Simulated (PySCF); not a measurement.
The numbers below are computed, except where a source is named.
For a regular tetrahedral d2 complex 10Dq is 4239 cm⁻¹, Racah B 867 cm⁻¹ and C 3316 cm⁻¹.

**Question.** Which are the lowest 9 multiplets of ligand-field theory, and at what energies?

**Answer.** 
| state | E / cm⁻¹ | E/B | CASSCF root / cm⁻¹ |
| --- | --- | --- | --- |
| 3A2 | 0 | 0.0 | 0 |
| 3T2 | 4239 | 4.9 | 4757 |
| 3T1 | 7363 | 8.5 | 8253 |
| 1E | 12685 | 14.6 | 13298 |
| 1T2 | 16418 | 18.9 | 17146 |
| 3T1 | 18359 | 21.2 | 19038 |
| 1A1 | 19800 | 22.8 | 20826 |
| 1T1 | 21274 | 24.5 | 21764 |
| 1E | 23794 | 27.4 | 24039 |

Δ/B = 4.9 on the Tanabe–Sugano diagram. The parameters were fitted to the CASSCF roots of [VI4]-, shown in the last column; over these levels the model misses the roots by 648 cm⁻¹ rms. CASSCF lacks dynamic correlation, so its B and C lie well above those fitted to measured bands.
